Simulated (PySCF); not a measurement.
## Exact simulation of a proton spin system

Molecule: `InChI=1S/C5H6F2/c6-2-1-4-3-5(4)7/h1-3H2`.

Bonds (- single, = double, # triple, : aromatic): F1-C2 1.372 Å, C2-C3 1.529 Å, C3-C4 1.469 Å, C4=C5 1.294 Å, C5-F6 1.320 Å, C5-C7 1.487 Å, C7-C4 1.530 Å. C2 carries H8, H9; C3 carries H10, H11; C7 carries H12, H13.

- GFN2-xTB structure
- spin–spin couplings from B3LYP/pcJ-1 (spin–dipole term only in couplings to heteroatoms)
- NMR shieldings at PBE0/pcSseg-1/GIAO
- code: PySCF 2.14.0 with density-fitted response routines
- one conformer, no solvent model, rapidly exchanging positions averaged, non-relativistic

Scale: TMS for 1H (σ = 31.72 ppm) (reference shieldings calculated alike).

Shifts (ppm): F1 -248.4, F6 -154.0, H8/H9 4.84, H10/H11 2.89, H12/H13 1.81.
Couplings (Hz): F1–F6: -0.6; F1–H8, F1–H9: 52.4; F1–H10, F1–H11: 6.5; F1–H12, F1–H13: 0.2; F6–H8, F6–H9: -0.3; F6–H10, F6–H11: 8.1; F6–H12, F6–H13: -5.0; H8–H9: -8.4; H8–H10, H8–H11, H9–H10, H9–H11: 7.9; H10–H11: -13.8; H10–H12, H11–H13: 1.2; H10–H13, H11–H12: 0.4; H12–H13: 8.5.

The 8-spin Hamiltonian (Zeeman plus full scalar coupling among like nuclei) was diagonalised exactly; lines are Lorentzian, 0.4 Hz wide, and the maxima above 3 % are listed with the tallest set to 100.

Q: Give the 1H peak list of this spin system at 60 MHz.

A: 
δ in ppm (height): 5.412 (27), 5.280 (63), 5.149 (38), 4.545 (20), 4.537 (19), 4.532 (18), 4.414 (46), 4.406 (48), 4.402 (43), 4.281 (30), 4.275 (29), 3.156 (6), 3.148 (7), 3.143 (11), 3.137 (11), 3.131 (8), 3.123 (6), 3.047 (6), 3.033 (15), 3.023 (26), 3.011 (32), 3.003 (30), 2.916 (13), 2.903 (32), 2.890 (44), 2.877 (38), 2.782 (12), 2.769 (27), 2.759 (30), 2.747 (21), 2.738 (12), 2.725 (6), 2.651 (4), 2.638 (10), 2.626 (10), 2.613 (4), 1.864 (56), 1.852 (100), 1.839 (54), 1.781 (57), 1.768 (100), 1.756 (54)

Q: And at 800 MHz?

A: 
Hz from δ = 0 (height): 3906.2 (38), 3906.0 (38), 3898.4 (77), 3898.1 (77), 3890.5 (39), 3890.2 (39), 3853.8 (38), 3853.6 (38), 3846.0 (77), 3845.7 (77), 3838.1 (39), 3837.8 (39), 2328.0 (8), 2327.2 (15), 2326.4 (8), 2321.5 (9), 2320.7 (18), 2320.0 (28), 2319.2 (40), 2318.5 (22), 2313.6 (22), 2312.8 (42), 2312.0 (43), 2311.2 (42), 2310.5 (22), 2305.5 (22), 2304.7 (40), 2304.0 (28), 2303.3 (18), 2302.5 (9), 2297.6 (8), 2296.8 (15), 2296.0 (8), 1451.2 (55), 1450.5 (100), 1449.8 (56), 1446.2 (55), 1445.5 (100), 1444.8 (55)

Q: Among coupled protons with different shifts, which pair is furthest from first order, and how does the field change that?

A: H8 and H10: Δν/J is about 14.8 at 60 MHz (close to first order) and 197.5 at 800 MHz (close to first order). J in Hz doesn't depend on the field, while Δν in Hz grows in proportion to it.

Unscaled 3J(H,H) at this level run about 10 % above measured values. Vicinal H,H couplings across rotating CH2–CH2 and CH–CH2 bonds are estimated from the computed gauche and anti values for equal rotamer populations, (2 J gauche + J anti)/3. Vicinal couplings across rotatable single bonds and in flexible rings belong to the one computed conformer; a conformer average would change them.
